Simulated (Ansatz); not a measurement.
Geometry optimisation, RKS PBE/def2-SVP (Ansatz).

Input:

```yaml
crystal:
  periodic: [false, false, false]
  atoms:
    - { symbol: "N", position_ang: [-0.951, 1.4801, 0.2713] }
    - { symbol: C, position_ang: [-0.7558, 0.0859, 0.2466] }
    - { symbol: S, position_ang: [-0.3284, -0.4537, -1.47] }
    - { symbol: Ge, position_ang: [1.64, -1.0738, -0.4928] }
    - { symbol: S, position_ang: [0.6717, -0.3198, 1.3363] }
    - { symbol: H, position_ang: [-1.827, 1.7286, -0.3531] }
    - { symbol: H, position_ang: [-1.2569, 1.7952, 1.2335] }
    - { symbol: H, position_ang: [-1.6167, -0.4474, 0.5791] }
    - { symbol: H, position_ang: [2.784, -0.2211, -0.9072] }
    - { symbol: H, position_ang: [1.7233, -2.6252, -0.4407] }
basis:
  gaussian: { orbitals: def2-SVP }
hamiltonian:
  xc: pbe
relax:
  f_tol: 0.015
  max_steps: 40
```

Launched with:

```bash
$ ansatz run input.yaml --threads 2 --pin off --max-ram 3072MiB --backend cpu --events-out ev --progress --plain --runs-dir out
```

**Question.** Where does it end, and by what steps?

**Answer.** It converged. After 11 steps the energy has fallen by 0.379 eV; H10 moved furthest, 0.37 Å.

```csv
step,energy less start (eV),largest force component (eV/Å),accepted
0,0.0000,2.532,yes
1,-0.3251,0.906,yes
2,-0.3586,0.184,yes
3,-0.3632,0.097,yes
4,-0.3682,0.080,yes
5,-0.3700,0.173,yes
6,-0.3758,0.086,yes
7,-0.3776,0.128,yes
8,-0.3776,0.133,no
9,-0.3786,0.022,yes
10,-0.3790,0.023,yes
11,-0.3791,0.013,yes
```

```xyz
10
Properties=species:S:1:pos:R:3
N -0.843 1.469 0.219
C -0.870 0.034 0.298
S -0.495 -0.698 -1.392
Ge 1.533 -1.023 -0.470
S 0.479 -0.561 1.465
H -1.563 1.805 -0.437
H -1.032 1.882 1.143
H -1.820 -0.439 0.645
H 2.655 -0.031 -0.898
H 2.039 -2.489 -0.569
```

Whether the end is a true minimum wasn't checked by a vibrational analysis.

Run time: 12 s on 2 threads of AMD EPYC 9R45 96-Core Processor (Zen 5), with other jobs on the host, peak memory 0.19 GiB.
